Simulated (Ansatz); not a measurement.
`B[AsH]N` at its PBE0-D4/def2-TZVP geometry, where that method's forces vanish. Charge 0, multiplicity 1.

```json
{"atom": "B1", "x (Å)": "0.951", "y (Å)": "-0.351", "z (Å)": "1.079"}
{"atom": "As2", "x (Å)": "0.573", "y (Å)": "0.174", "z (Å)": "-0.784"}
{"atom": "N3", "x (Å)": "-1.247", "y (Å)": "0.505", "z (Å)": "-0.913"}
{"atom": "H4", "x (Å)": "0.334", "y (Å)": "0.112", "z (Å)": "1.991"}
{"atom": "H5", "x (Å)": "1.914", "y (Å)": "-1.028", "z (Å)": "1.281"}
{"atom": "H6", "x (Å)": "0.627", "y (Å)": "-1.206", "z (Å)": "-1.415"}
{"atom": "H7", "x (Å)": "-1.409", "y (Å)": "1.464", "z (Å)": "-1.189"}
{"atom": "H8", "x (Å)": "-1.742", "y (Å)": "0.331", "z (Å)": "-0.049"}
```

(1) For each bond, give half the difference of the two atoms' forces along it (eV/Å; positive pushes the atoms apart) under PBE-D4, r2SCAN-D4, B3LYP-D4, ωB97M-V in def2-TZVPP. (Estimate.)

Answers

(1) Computed: 
```json
{"bond": "B1–As2", "length (Å)": "1.972", "PBE-D4": "-0.11", "r2SCAN-D4": "-0.05", "B3LYP-D4": "0.17", "ωB97M-V": "0.12"}
{"bond": "B1–H4", "length (Å)": "1.195", "PBE-D4": "0.09", "r2SCAN-D4": "-0.01", "B3LYP-D4": "-0.14", "ωB97M-V": "-0.13"}
{"bond": "B1–H5", "length (Å)": "1.194", "PBE-D4": "0.07", "r2SCAN-D4": "-0.03", "B3LYP-D4": "-0.14", "ωB97M-V": "-0.12"}
{"bond": "As2–N3", "length (Å)": "1.855", "PBE-D4": "0.28", "r2SCAN-D4": "0.15", "B3LYP-D4": "0.30", "ωB97M-V": "0.08"}
{"bond": "As2–H6", "length (Å)": "1.518", "PBE-D4": "0.20", "r2SCAN-D4": "-0.02", "B3LYP-D4": "-0.01", "ωB97M-V": "-0.12"}
{"bond": "N3–H7", "length (Å)": "1.010", "PBE-D4": "0.21", "r2SCAN-D4": "0.00", "B3LYP-D4": "-0.05", "ωB97M-V": "-0.04"}
{"bond": "N3–H8", "length (Å)": "1.011", "PBE-D4": "0.23", "r2SCAN-D4": "0.01", "B3LYP-D4": "-0.07", "ωB97M-V": "-0.06"}
```

B3LYP here is the variant with VWN-RPA as its local correlation; programs differ in this.
